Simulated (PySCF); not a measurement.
CH3Si, SMILES C[Si] (connectivity only; charge and spin as stated), charge +1, multiplicity 1.

Coordinates come from a r2SCAN-D4/def2-TZVP optimisation. The spin state was assumed, not searched. The isomer is the one that the SMILES or the coordinates give; other isomers of the formula were not compared.

Two levels are set side by side: TDA-PBE/def2-TZVPD (PySCF) and TDA-ωB97X/def2-TZVPD (PySCF). Vertical, same geometry. The lowest singlet is HOMO→LUMO 97 % with PBE and HOMO→LUMO 98 % with the other functional; states are paired by order. Differences are taken from unrounded values.

```tsv
quantity	TDA-ωB97X
lowest singlet excitation (eV)	3.79
lowest triplet excitation (TDA) (eV)	2.46
first bright state (f over 0.05) (eV)	9.36
its oscillator strength	0.48
```

What does TDA-PBE give, and how far is it from TDA-ωB97X? (An estimate is asked for; the answer gives what the named calculation found.)


| quantity | TDA-PBE | TDA-PBE minus TDA-ωB97X |
|---|---|---|
| lowest singlet excitation (eV) | 3.68 | -0.11 |
| lowest triplet excitation (TDA) (eV) | 2.33 | -0.13 |
| first bright state (f over 0.05) (eV) | 7.39 | -1.97 |
| its oscillator strength | 0.07 | -0.41 |

Rough cost on one machine, each run with all the roots and properties that it gave: TDA-ωB97X against TDA-PBE about 3 times.
